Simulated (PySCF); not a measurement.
CH5Cl3Si2, SMILES [SiH3]C[Si](Cl)(Cl)Cl (B3LYP/def2-SVP optimised geometry):

```
11

Si    -1.996    -1.145    -1.718
C     -0.114    -1.001    -1.486
Si     0.535    -0.095     0.000
Cl    -0.109     1.869     0.000
Cl     2.604    -0.095     0.000
Cl    -0.109    -0.995     1.746
H     -2.604    -1.869    -0.566
H     -2.607     0.208    -1.831
H     -2.262    -1.909    -2.971
H      0.313    -2.019    -1.457
H      0.310    -0.506    -2.378
```

Calculation: PySCF 2.14.0 with B3LYP/def2-TZVP.

Problem. What are the frontier orbital energies and the dipole moment?

Solution. HOMO-2 -9.16 eV, HOMO-1 -8.93 eV, HOMO -8.90 eV, LUMO -0.47 eV, LUMO+1 0.15 eV; dipole moment 1.92 D.

On the same geometry PySCF 2.14.0 with PBE/def2-TZVP gives HOMO-2 -8.03 eV, HOMO-1 -7.86 eV, HOMO -7.77 eV, LUMO -1.22 eV, LUMO+1 -0.57 eV; dipole moment 1.86 D.

Meta-Löwdin charges at B3LYP/def2-TZVP: Si1 0.52, C2 -0.70, Si3 1.00, Cl4 -0.28, Cl5 -0.28, Cl6 -0.28, H7 -0.09, H8 -0.09, H9 -0.10, H10 0.15, H11 0.15.
